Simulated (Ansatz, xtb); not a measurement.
# C6H12S: which of two isomers lies lower

We compare a, `SC1CCCCC1`, a singlet, with b, `C1CCCSCC1`, a singlet. Both are isolated molecules in the gas phase, relaxed with PBE0-D3(BJ)/def2-SVP, each in the lowest conformer that the search found.

Question: Which of the two would you expect CCSD(T)/def2-SVP + ΔMP2/def2-TZVPP electronic energies to favour?

Answer: Structure a; the calculation gives E(b) − E(a) = +9.4 kcal/mol.

Level by level:

```csv
level,geometry,E(b) − E(a) (kcal/mol),departure from the last row (kcal/mol),"job, with rough time for the two"
GFN2-xTB,GFN2-xTB,+11.6,+2.2,"optimisation, 0.18 s"
HF/STO-3G,GFN2-xTB,+5.7,−3.7,"single point, 0.48 s"
r2SCAN-D4/def2-SVP,GFN2-xTB,+9.9,+0.6,"single point, 5.3 s"
PBE0-D3(BJ)/def2-SVP,PBE0-D3(BJ)/def2-SVP,+9.6,+0.2,"optimisation, 40 s"
HF/def2-SVP,PBE0-D3(BJ)/def2-SVP,+11.5,+2.2,part of the CCSD(T) run
MP2/def2-SVP,PBE0-D3(BJ)/def2-SVP,+12.4,+3.0,part of the CCSD(T) run
CCSD(T)/def2-SVP,PBE0-D3(BJ)/def2-SVP,+12.1,+2.8,single point
CCSD(T)/def2-SVP + ΔMP2/def2-TZVPP,PBE0-D3(BJ)/def2-SVP,+9.4,,"single point, 2.5 min"
```

As drawn, b has 1 C–S, 1 C–H in place of 1 C–C, 1 S–H. Structure a has a 6-membered ring, b a 7-membered ring.

None of the levels shown reverses the order. The largest departure from CCSD(T)/def2-SVP + ΔMP2/def2-TZVPP is that of HF/STO-3G, 3.7 kcal/mol. The last row adds to CCSD(T) the change of the MP2 difference between the two basis sets, here −2.8 kcal/mol.

With thermal terms from frequencies at re-optimised GFN2-xTB minima (ideal gas, soft modes damped towards free rotors, one conformer each, 298.15 K, 1 atm): on the last row, ΔE + ΔZPE = +10.7, ΔH = +10.6, ΔG = +10.9 kcal/mol.

Tabulated enthalpies of formation at 298 K are −96.2 kJ/mol for a (CRC Handbook of Chemistry and Physics) and −65.8 kJ/mol for b (CRC Handbook of Chemistry and Physics), a difference of +7.3 kcal/mol. Calculated less tabulated ΔH, with the same thermal term: GFN2-xTB +5.6, HF/STO-3G −0.3, r2SCAN-D4/def2-SVP +3.9, PBE0-D3(BJ)/def2-SVP +3.6, HF/def2-SVP +5.5, MP2/def2-SVP +6.4, CCSD(T)/def2-SVP +6.1, CCSD(T)/def2-SVP + ΔMP2/def2-TZVPP +3.4 kcal/mol. Handbook values carry no stated uncertainty, so the miss of the last row may lie with the table, the conformer or the calculation.

The correlated steps freeze 11 core orbitals. Run with Ansatz 0.2.0, xtb 6.7.1; the last row on 4 threads of AMD EPYC 7R13 Processor (Zen 3) on a shared host.
